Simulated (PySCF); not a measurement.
C₆ coefficients of unlike pairs at PBE0

Calculated with PySCF 2.14 from the dipole response of each species, C₆(A,B) = (3/π) ∫ α_A(iu) α_B(iu) du, in atomic units, from isotropic polarisabilities. For ions this is the dispersion term alone; charge-induced terms of lower order in 1/R come first.

```
species           configuration                                                                                 basis      relativity  α (bohr³)  C₆ (like pair)
   Al³⁺               [Ne] (1S)  aug-cc-pV(Q+d)Z with one added diffuse shell each of s, p, d, f, g type (8s7p6d4f3g)            none     0.2569          0.2202
    Cl⁺       [Ne] 3s2 3p4 (3P)                                                               aug-cc-pVDZ-DK (5s4p2d)   spin-free X2C      8.497           41.07
     Hf  [Xe] 4f14 5d2 6s2 (3F)                                               aug-cc-pVDZ-PP with ECP60MDF (5s5p4d2f)  core potential      103.0            1387
   Sn³⁺      [Kr] 4d10 5s1 (2S)                    def2-TZVPPD with the def2 core potential (28 electrons) (7s5p4d2f)  core potential      9.225           36.04
```

(1) Estimate C₆ for Hf with Cl⁺.

No spin-orbit coupling is included.

The other pairs:

```json
{"pair": "Sn³⁺, Cl⁺", "C₆": "37.85"}
{"pair": "Hf, Al³⁺", "C₆": "7.925"}
{"pair": "Sn³⁺, Al³⁺", "C₆": "2.191"}
{"pair": "Sn³⁺, Hf", "C₆": "193.3"}
{"pair": "Cl⁺, Al³⁺", "C₆": "2.142"}
```

Answers

(1) The integral gives 198.3. The combination rule 2 C_A C_B / (C_A α_B/α_A + C_B α_A/α_B) gives 186.2 and the geometric mean 238.7.
